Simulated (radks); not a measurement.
Task: Neutral iridium is in [Xe] 4f14 5d(3/2: 4, 5/2: 3) 6s2. Calculated with a radial shooting solver on a logarithmic mesh with Libxc functionals: Dirac Kohn-Sham, PBE, spin-unpolarised, spherical densities, finite nucleus; Fermi nuclear charge, rms radius of each element as measured or else 0.836 A^(1/3) + 0.57 fm. Sub-shells are occupied by j as written (lower j first in brackets). One electron is removed from 5d3/2, 6s1/2, 5p3/2, 5d5/2 in turn, with full relaxation. Which removal costs least, and what does each cost?

Result: 6s1/2 9.833 eV; 5d5/2 11.522 eV; 5d3/2 12.862 eV; 5p3/2 56.966 eV. The 6s1/2 electron leaves first. A further rearrangement lowers the ion to [Xe] 4f14 5d(3/2: 4, 5/2: 4), 9.139 eV above the parent.
